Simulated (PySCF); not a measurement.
Computed IR spectrum (relative IR intensity) of a molecule C4H8O2. Geometry: PBE-D3(BJ)/def2-SVP. The values are those of a single conformer. Method: PBE-D3(BJ)/def2-SVP run with PySCF. Harmonic, unscaled wavenumbers; measured fundamentals usually lie a few per cent lower.

Lines under 2 % of the strongest are left out, and lines within 2 cm⁻¹ are merged.

```
ν (cm⁻¹)  relative intensity
--------  ------------------
94                       2.9
134                      100
341                      3.5
417                      4.2
540                      7.4
740                      2.6
865                      5.6
901                      2.3
960                      8.5
986                       22
1016                     4.8
1020                     5.4
1065                      38
1153                     8.1
1243                      38
1286                     5.8
1313                     7.0
1337                     2.5
1371                      21
1447                     2.8
2902                      27
3025                     9.5
3058                     4.2
3063                     2.1
3165                     2.1
3677                      11
3680                     6.8
```

Q: Which molecule gave these data?
A. COC1COC1
B. OCC1(O)CC1
C. O[C@H]1C[C@@H](O)C1
D. CC1[C@@H](O)[C@@H]1O

A: B, OCC1(O)CC1
